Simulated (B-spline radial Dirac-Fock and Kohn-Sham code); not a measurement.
# The L2-M23M23 Auger spectrum of Fe⁶⁺

System: the Fe⁶⁺ ion, configuration [Ar] 3d2.

Model: relaxed Dirac-Fock hole states (ΔSCF) with Breit and QED corrections and a finite nucleus. Program: a radial finite-basis atomic code. The two-hole levels come from diagonalising the Coulomb interaction among the jj configurations; intensities are independent-particle Coulomb rates. Kinetic energies are from the vacuum level. Electron correlation is not included. Open outer shells are spectators and are not coupled to the holes.

| kinetic energy (eV) | J | leading jj holes (weight) | leading LS term (weight) |
| --- | --- | --- | --- |
| 470.1 | 0 | M2M2 (0.53) | ¹S0 (0.96) |
| 476.1 | 2 | M2M3 (0.83) | ¹D2 (0.97) |
| 479.3 | 0 | M3M3 (0.53) | ³P0 (0.96) |
| 479.6 | 1 | M2M3 (1.00) | ³P1 (1.00) |
| 481.0 | 2 | M3M3 (0.83) | ³P2 (0.97) |

The intensity is shared as follows: 476.1 eV 47.6 %, 479.6 eV 23.9 %, 470.1 eV 15.9 %, 479.3 eV 6.5 %, 481.0 eV 6.1 %.

The strongest line, by its leading LS label ¹D2, lies at 476.1 eV. The mean weight of the leading component is 0.74 in jj and 0.97 in LS coupling, so LS labels describe these levels better.

Values without a named source are computed, but for edge energies of neutral atoms, which are taken from tables.
